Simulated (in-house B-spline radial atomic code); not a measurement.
Ionising the rubidium ion Rb³⁺ with different functionals

Computed with a radial B-spline atomic code at the basis-set limit: non-relativistic Hamiltonian, point nucleus, spin-polarised at highest spin, spherical fractional occupations for the functionals, and exact exchange of hybrids averaged over the configuration. The ionisation energy is the difference of two self-consistent energies, [Ar] 3d10 4s2 4p4 → [Ar] 3d10 4s2 4p3, without Breit or QED terms; ε is the level of the shell that loses the electron (its least bound occupied spin orbital). There is no spin-orbit coupling in this Hamiltonian.

```tsv
method	rung	ΔSCF (eV)	-ε(4p) (eV)
PBE0	global hybrid	51.63	47.08
B3LYP	global hybrid	51.91	46.88
TPSSh	global hybrid	51.55	46.07
M06-2X	global hybrid	51.26	49.03
BHandHLYP	global hybrid	51.72	48.73
r2SCAN0	global hybrid	51.46	47.11
B97-1	global hybrid	51.68	46.76
HSE06	range-separated hybrid	51.73	46.69
wB97X	range-separated hybrid	51.89	49.74
CAM-B3LYP	range-separated hybrid	51.95	48.77
LC-wPBE	range-separated hybrid	51.88	50.32
```

Problem. Among the functionals, which spreads more, the ΔSCF values or the orbital energies?

Solution. The orbital energies: ΔSCF values span about 0.69 eV and the orbital energies 4.25 eV; here energy differences depend much less on the functional than eigenvalues do.

Problem. How do they compare with the NIST value?

Solution. NIST lists 52.2 eV ± 0.25 (semi-empirical, ground level to ground level). Errors run from -0.94 to -0.25 eV; CAM-B3LYP is closest (-0.25 eV), though others lie within the uncertainty of it, and part of that can be cancellation, since the calculations leave out relativity, Breit-QED terms, multiplet and fine-structure energies.
